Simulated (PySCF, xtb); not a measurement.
CH₉N₃Si, SMILES NC[SiH](N)N. Other conformers were not sampled.

Harmonic wavenumbers (cm⁻¹) from GFN2-xTB run with xtb at its own minimum, in rising order: 60, 148, 160, 183, 223, 257, 289, 372, 512, 590, 621, 648, 704, 747, 802, 813, 893, 927, 1007, 1037, 1095, 1287, 1323, 1491, 1520, 1526, 1576, 2201, 2951, 2966, 3370, 3399, 3473, 3479, 3508, 3519.

**Question.** What does PySCF 2.14.0 with PBE-D3(BJ)/def2-SVP give at its own minimum? (The exact figures need the calculation; the answer reports its results.)

**Answer.** 84, 152, 198, 218, 249, 306, 331, 374, 417, 458, 601, 660, 716, 758, 785, 839, 869, 897, 921, 1042, 1063, 1211, 1329, 1374, 1481, 1489, 1591, 2091, 2945, 3005, 3370, 3448, 3477, 3495, 3574, 3597. Paired by order, the mean absolute difference is 38 cm⁻¹ and the zero-point energies are 71.0 and 70.6 kcal/mol.
